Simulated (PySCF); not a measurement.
## MBr cations for M along the fifth-period p block

PBE with double-zeta basis sets in PySCF, for the lowest determinant that a PBE0 search found; no spin–orbit coupling. De refers to high-spin ground-configuration atoms (the charge goes to the atom of lower measured ionisation energy or higher electron affinity, which is not always the lowest computed limit). A positive dipole points towards Br; it is taken about the centre of mass and depends on that origin.

```
 M     basis  charged atom  state (unpaired electrons)  Re (Å)  ωe (cm⁻¹)  De (eV)  μ (D)
Sn  def2-SVP           Sn+      singlet (closed shell)   2.450        286     4.10  -3.75
Sb  def2-SVP           Sb+               doublet (π ↑)   2.431        296     3.65  -2.60
Te  def2-SVP           Te+              triplet (π ↑↑)   2.424        297     2.99  -1.63
 I  def2-SVP            I+               doublet (π ↑)   2.440        286     3.09  -0.58
```

Task: By what factor does the well depth vary along the series?

Result: At PBE it runs from 2.99 eV (TeBr⁺) to 4.10 eV (SnBr⁺), a factor of 1.37.

The state changes along the series, so neighbouring rows are not always alike in their bonding.

These are scalar-relativistic numbers at best; spin–orbit coupling would shift them, the dissociation energy most. For an ion De counts to the pair picked by the measured ionisation energies or electron affinities, which need not be the lowest pair at this level. Counting both spins, an empty level lies below a filled one in some of these solutions, because spin and occupation are held. States were picked by a PBE0 search and need not be the measured ground states.
